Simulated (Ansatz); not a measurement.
C2H8B2O can be A, `CBBOC`, or B, `BBCOC`.

Computed with Ansatz on PBE0-D4/def2-TZVP structures; ΔE is electronic, products minus reactants. CCSD(T)/CBS is the MP2 limit (def2-TZVPP, def2-QZVPP) plus CCSD(T) − MP2 in def2-TZVPP, frozen cores. Functionals use def2-TZVPP. B3LYP here is the variant with VWN-RPA as its local correlation; programs differ in this. Each species was taken in one conformer, which may not be the lowest.

**Question.** Which is lower in electronic energy at CCSD(T)/CBS, and by how much? (Estimate.)

**Answer.** Ansatz gave: A, by 216.0 kJ/mol.

**Question.** Give E(B) − E(A) in kJ/mol with CCSD(T)/def2-TZVPP, B3LYP-D4, B2PLYP, PBE-D4, B3LYP, HF/def2-TZVPP, MP2/def2-TZVPP. (Best estimate.)

**Answer.** The calculation gave: CCSD(T)/def2-TZVPP 215.2, B3LYP-D4 211.6, B2PLYP 214.6, PBE-D4 208.9, B3LYP 210.5, HF/def2-TZVPP 206.2, MP2/def2-TZVPP 220.5. None reverses the order clearly.

Largest T1 diagnostic: 0.013.

In def2-TZVPP, CCSD(T) changes the Hartree–Fock value by +8.9 kJ/mol (the triples alone add +1.5 kJ/mol) and MP2 by +14.3 kJ/mol.
